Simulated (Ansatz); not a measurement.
Geometry optimisation, RKS PBE0-D4/def2-SVP in Ansatz 0.2.0.

Input:

```yaml
crystal:
  periodic: [false, false, false]
  atoms:
    - { symbol: Ga, position_ang: [0.067663, -0.24367, -0.072612] }
    - { symbol: Cl, position_ang: [-0.150565, -0.537257, 2.119149] }
    - { symbol: H, position_ang: [1.437918, 0.058369, -0.706982] }
    - { symbol: O, position_ang: [-1.426527, -0.545072, -0.973459] }
    - { symbol: H, position_ang: [-2.191297, -0.741989, -0.420526] }
    - { symbol: Br, position_ang: [-0.273011, 3.144872, 1.140925] }
    - { symbol: H, position_ang: [-0.24768, 2.028448, 2.143804] }
basis:
  gaussian: { orbitals: def2-SVP }
hamiltonian:
  xc: pbe0
  dispersion: d4
relax:
  f_tol: 0.03
  max_steps: 50
```

Launched with:

```bash
$ ansatz run input.yaml --threads 4 --pin off --max-ram 5120MiB --backend cpu --events-out ev --progress --plain --runs-dir out
```

Question: Where does it end, and by what steps?

Answer: It converged. After 9 steps the energy has fallen by 0.132 eV; Br6 moved furthest, 0.47 Å.

```json
{"step": "0", "energy less start (eV)": "0.0000", "largest force component (eV/Å)": "1.216", "accepted": "yes"}
{"step": "1", "energy less start (eV)": "-0.0944", "largest force component (eV/Å)": "0.106", "accepted": "yes"}
{"step": "2", "energy less start (eV)": "-0.0981", "largest force component (eV/Å)": "0.309", "accepted": "yes"}
{"step": "3", "energy less start (eV)": "-0.1102", "largest force component (eV/Å)": "0.446", "accepted": "yes"}
{"step": "4", "energy less start (eV)": "-0.1217", "largest force component (eV/Å)": "0.302", "accepted": "yes"}
{"step": "5", "energy less start (eV)": "-0.1271", "largest force component (eV/Å)": "0.088", "accepted": "yes"}
{"step": "6", "energy less start (eV)": "-0.1286", "largest force component (eV/Å)": "0.063", "accepted": "yes"}
{"step": "7", "energy less start (eV)": "-0.1289", "largest force component (eV/Å)": "0.136", "accepted": "yes"}
{"step": "8", "energy less start (eV)": "-0.1288", "largest force component (eV/Å)": "0.201", "accepted": "no"}
{"step": "9", "energy less start (eV)": "-0.1323", "largest force component (eV/Å)": "0.015", "accepted": "yes"}
```

```xyz
7
Properties=species:S:1:pos:R:3
Ga 0.067 -0.081 0.016
Cl -0.098 -0.566 2.150
H 1.443 0.146 -0.644
O -1.419 -0.385 -0.904
H -2.179 -0.627 -0.365
Br -0.301 2.747 0.899
H -0.297 1.929 2.078
```

Whether the end is a true minimum wasn't checked by a vibrational analysis.

The run took 16 s on 4 threads of Intel(R) Xeon(R) Platinum 8488C (Sapphire Rapids), on a shared host, peak memory 0.31 GiB.
